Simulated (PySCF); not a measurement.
Ga(H)(Cl)(Et) (C2H6ClGa), SMILES C[CH2][GaH][Cl].

The structure is a stationary point at ωB97X-D3(BJ)/def2-SVP. The structure was generated by enumeration; whether it is a known compound was not checked. Other conformers were not sampled.

The numbers are results of ωB97X-D3(BJ)/def2-SVP (PySCF 2.14.0), not measurements.

Frequencies are harmonic and unscaled.

Computed harmonic wavenumbers and intensities:
| mode | ν (cm⁻¹) | IR (km/mol) | Raman (Å⁴/amu) | depolarisation | moving atoms (share of kinetic energy) |
|---|---|---|---|---|---|
| 1 | 25 | 0.8 | 0.1 | 0.75 | H 40 %, C 36 %, Cl 14 %, Ga 10 % |
| 2 | 96 | 3.3 | 0.8 | 0.75 | Ga 31 %, Cl 30 %, C 24 %, H 15 % |
| 3 | 200 | 0.8 | 0.3 | 0.75 | H 91 %, C 9 % |
| 4 | 250 | 2.9 | 3.3 | 0.39 | C 61 %, H 22 %, Cl 11 % |
| 5 | 411 | 29.4 | 3.5 | 0.75 | H 94 % |
| 6 | 423 | 69.8 | 6.0 | 0.24 | Cl 63 %, Ga 34 % |
| 7 | 566 | 60.9 | 9.1 | 0.09 | C 51 %, H 29 %, Ga 20 % |
| 8 | 648 | 45.6 | 1.5 | 0.74 | H 79 %, C 19 % |
| 9 | 654 | 91.8 | 17.4 | 0.66 | H 89 %, C 9 % |
| 10 | 946 | 3.0 | 0.1 | 0.75 | H 91 %, C 9 % |
| 11 | 974 | 5.9 | 3.2 | 0.43 | H 81 %, C 18 % |
| 12 | 1065 | 15.6 | 4.6 | 0.49 | C 68 %, H 32 % |
| 13 | 1246 | 1.1 | 10.8 | 0.23 | H 61 %, C 39 % |
| 14 | 1251 | 1.3 | 2.2 | 0.75 | H 77 %, C 23 % |
| 15 | 1411 | 5.8 | 6.1 | 0.68 | H 83 %, C 17 % |
| 16 | 1440 | 2.8 | 7.0 | 0.74 | H 87 %, C 13 % |
| 17 | 1482 | 3.0 | 15.5 | 0.74 | H 97 % |
| 18 | 1491 | 7.8 | 19.4 | 0.75 | H 97 % |
| 19 | 2029 | 179.3 | 177.9 | 0.18 | H 99 % |
| 20 | 3056 | 36.7 | 116.0 | 0.03 | H 97 % |
| 21 | 3073 | 5.7 | 126.1 | 0.09 | H 94 % |
| 22 | 3121 | 1.1 | 106.8 | 0.75 | H 91 %, C 9 % |
| 23 | 3142 | 21.2 | 107.4 | 0.67 | H 90 %, C 10 % |
| 24 | 3148 | 25.1 | 27.7 | 0.75 | H 91 %, C 9 % |
